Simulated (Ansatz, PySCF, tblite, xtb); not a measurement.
Bond stretch in SeBe, lowest triplet found (which spin is the ground state isn't settled by this scan).

Computed with: GFN2-xTB, 300 K electronic temperature (tblite); UHF/6-31G* = unrestricted Hartree-Fock/6-31G*, spherical d (PySCF); GFN1-xTB (xtb); FCI = full CI/cc-pVDZ, cores with 3d frozen (Ansatz, an electronic-structure program).

Energies relative to the lowest point of each curve between 1.69 and 2.45 Å, where full CI is lowest, in kJ/mol; the last columns give the difference from FCI:

| R / Å | GFN2-xTB | UHF/6-31G* | GFN1-xTB | FCI | GFN2-xTB − FCI | UHF/6-31G* − FCI | GFN1-xTB − FCI |
|---|---|---|---|---|---|---|---|
| 1.55 | 401.9 | 352.1 | 482.3 | 351.1 | 50.8 | 1.1 | 131.2 |
| 1.69 | 139.8 | 149.6 | 167.9 | 149.3 | -9.5 | 0.4 | 18.6 |
| 1.78 | 60.9 | 75.4 | 73.3 | 75.5 | -14.5 | 0.0 | -2.2 |
| 1.87 | 20.6 | 30.9 | 24.9 | 31.2 | -10.6 | -0.2 | -6.3 |
| 1.98 | 1.8 | 4.8 | 2.2 | 5.0 | -3.2 | -0.2 | -2.8 |
| 2.04 | 0.0 | 0.0 | 0.0 | 0.0 | 0.0 | 0.0 | 0.0 |
| 2.13 | 4.1 | 1.7 | 4.8 | 1.2 | 2.9 | 0.5 | 3.6 |
| 2.16 | 6.7 | 4.1 | 7.8 | 3.4 | 3.3 | 0.7 | 4.4 |
| 2.23 | 14.4 | 12.4 | 16.9 | 11.1 | 3.2 | 1.3 | 5.8 |
| 2.35 | 30.8 | 33.0 | 36.5 | 30.4 | 0.4 | 2.6 | 6.2 |
| 2.45 | 45.9 | 53.7 | 54.9 | 49.6 | -3.7 | 4.1 | 5.3 |
| 2.57 | 64.6 | 79.8 | 77.8 | 73.8 | -9.3 | 6.0 | 4.0 |
| 2.70 | 84.1 | 106.5 | 102.2 | 98.9 | -14.8 | 7.5 | 3.3 |
| 2.93 | 117.0 | 141.7 | 140.0 | 134.4 | -17.4 | 7.3 | 5.7 |
| 3.16 | 145.9 | 161.4 | 168.3 | 154.7 | -8.8 | 6.7 | 13.6 |
| 3.46 | 174.3 | 173.6 | 192.2 | 164.8 | 9.5 | 8.8 | 27.4 |
| 3.80 | 193.2 | 179.2 | 207.0 | — | — | — | — |
| 4.24 | 205.1 | 182.0 | 216.1 | — | — | — | — |
| 4.77 | 211.5 | 183.1 | 221.0 | — | — | — | — |
| 5.42 | — | 183.8 | — | — | — | — | — |
| 6.29 | — | 183.9 | — | — | — | — | — |
| 7.38 | — | 184.0 | — | — | — | — | — |

GFN2-xTB is furthest from FCI at 1.55 (50.8 kJ/mol, above); its mean absolute difference over the points is 10.1 kJ/mol.

UHF/6-31G* is furthest from FCI at 3.46 (8.8 kJ/mol, above); its mean absolute difference over the points is 3.0 kJ/mol.

GFN1-xTB is furthest from FCI at 1.55 (131.2 kJ/mol, above); its mean absolute difference over the points is 15.0 kJ/mol.

A dash means that the run gave no value there, or that the column was ended at a point which the program doubted or which failed a test of continuity chosen for this set; such a test can also cut sound points.

The unrestricted determinant behind UHF/6-31G* is spin-contaminated at 2.93 to 7.38 Å (<S²> up to 2.3, against 2.00 for a pure triplet).
